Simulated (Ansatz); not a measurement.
Input for Ansatz (a program for electronic structure): R-PBE/def2-TZVPPD on N2 (SMILES N#N) with ghost functions, monomers drawn apart or pushed together. Files ending in .json are basis or fitting sets from the Basis Set Exchange.

Ansatz 0.2 input:
```yaml
crystal:
  periodic: [false, false, false]
  atoms:
    - {symbol: N, position_ang: [0.21845922, -0.37646004, -0.16395709]}
    - {symbol: N, position_ang: [1.10229885, 0.08335934, -0.60762064]}
basis:
  gaussian:
    orbitals: def2-TZVPPD.json
    ghost_atoms:
      - {symbol: C, position_ang: [-1.44549346, -0.47025427, 5.78185832]}
      - {symbol: Cl, position_ang: [-0.05977773, 0.65146440, 5.99073595]}
      - {symbol: H, position_ang: [-1.05838656, -1.43704685, 5.47557834]}
      - {symbol: H, position_ang: [-1.96526686, -0.54841701, 6.73185209]}
      - {symbol: H, position_ang: [-2.10018738, -0.06491548, 5.01701767]}
hamiltonian:
  xc: {name: PBE}
scf: {lower_state_search: off}
```

It printed:

```
WARN ansatz: RAYON_NUM_THREADS=1 ignored (pool sized by the plan → 1); use --threads N
Functional definition: PBE
these checks for a lower state are left out or cut short: stability, starts, cluster_reference, orbital_swaps, neighbouring_geometries, increment
integrals: 0.09 GiB planned
993 factors; their error is unknown
mean field: 0.70 GiB planned
mean field evaluation 1: about -2976.4833 eV, gradient 3.1e1 eV
mean field evaluation 2: about -2976.6318 eV, gradient 2.9e1 eV
mean field evaluation 4: about -2978.3538 eV, gradient 6.3e-2 eV
mean field evaluation 8: about -2978.3492 eV, gradient 1.9e-3 eV
mean field -2978.34918972 eV, -109.4523139245 hartree, gradient 2.4e-6 eV, S^2 0.000000; 0 other end points of the search recorded, 0 dependent functions left out
reference -2978.34921438 eV, -109.4523148308 hartree; 7, 7 occupied and 206, 206 virtual orbitals, 993 factors
Total energy: -2978.34921438 eV, -109.4523148308 hartree
Checks for a lower state left out: stability, starts, cluster_reference, orbital_swaps, neighbouring_geometries, increment
```

Self-consistency was reached.

Cost: roughly 1.8 core-seconds.
